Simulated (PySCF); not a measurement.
Structure problem from calculated spectra and properties.

Formula: C6H6P2.

* UV, first state: lowest singlet excitation: 3.95 eV (314 nm, f = 0.023) [TDDFT CAM-B3LYP/def2-SVPD]
* Polarisability: 126.1 au [CAM-B3LYP/def2-SVPD]
* Rotational structure: rotational constants A, B, C: 2.330, 1.235, 0.808 GHz [PBE0-D3(BJ)/def2-SVP]
* UV, strongest line: among the 10 lowest singlet transitions: S5 at 4.96 eV (250 nm, f = 0.530) [TDDFT CAM-B3LYP/def2-SVPD]
* 1H NMR: chemical shifts (computed TMS as zero) by class: 9.50 (1 H), 9.05 (1 H), 8.75 (1 H), 6.84 (1 H), 6.26 (1 H), 5.44 (1 H) ppm [GIAO KT2/pcSseg-1]
* 13C NMR: chemical shifts (computed TMS as zero) by class: 160.8 (1 C), 153.8 (1 C), 149.8 (1 C), 144.0 (1 C), 137.8 (1 C), 109.7 (1 C) ppm [GIAO KT2/pcSseg-1]
* Valence photoelectron: vertical ionisation energy: 8.46 eV [ΔSCF CAM-B3LYP/def2-SVPD]
* NMR, other nuclei: isotropic shieldings of nuclei other than C and H, by class: 111 (1 P), 122 (1 P) ppm [GIAO KT2/pcSseg-1]

Electronic properties: PySCF, gas phase, density fitting. Levels stand in brackets. The structure is a single PBE0-D3(BJ)/def2-SVP conformer in the gas phase; no vibrational or solvent corrections. NMR values are class means; diastereotopic atoms form classes of their own.

Task: Propose a structure and show how it fits.

Result: Numbering: `[CH2:1]=[CH:2][c:3]1[cH:4][p:5][cH:6][cH:7][p:8]1`. 6 carbons fall into 6 classes; from least to most shielded: substituted aromatic carbon [C3] (160.8 ppm), aromatic CH carbon [C7] (153.8 ppm), aromatic CH carbon [C6] (149.8 ppm), aromatic CH carbon [C4] (144.0 ppm), alkene CH carbon [C2] (137.8 ppm), terminal =CH2 carbon [C1] (109.7 ppm). Hydrogen classes from least to most shielded: 1 H on an aromatic CH carbon, C4 (9.50 ppm), 1 H on an aromatic CH carbon, C7 (9.05 ppm), 1 H on an aromatic CH carbon, C6 (8.75 ppm), 1 H on an alkene CH carbon, C2 (6.84 ppm), 1 H on a terminal =CH2 carbon, C1 (6.26 ppm), 1 H on a terminal =CH2 carbon, C1 (5.44 ppm). The other shieldings belong to: 111 ppm, phosphorus bonded to 2 C [P8]; 122 ppm, phosphorus bonded to 2 C [P5]. The first electron is taken from the HOMO, whose largest Löwdin shares are 0.23 on a phosphorus bonded to 2 C, 0.16 on a phosphorus bonded to 2 C, 0.13 on the substituted aromatic carbon and 0.12 on an aromatic CH carbon. By its constants the optimised geometry is an asymmetric top. Structure: `C=Cc1cpccp1`. Computed isomers that give other values at the same levels: `[H]/P=P\c1ccccc1` (lowest singlet excitation: 3.40 eV (365 nm, f = 0.043)). The assignments are read from this structure; whether some other isomer fits the data as well wasn't checked.

The values belong to the conformer `[CH2:1]=[CH:2][c:3]1[cH:4][p:5][cH:6][cH:7][p:8]1`: C1–C2–C3–C4 10°.
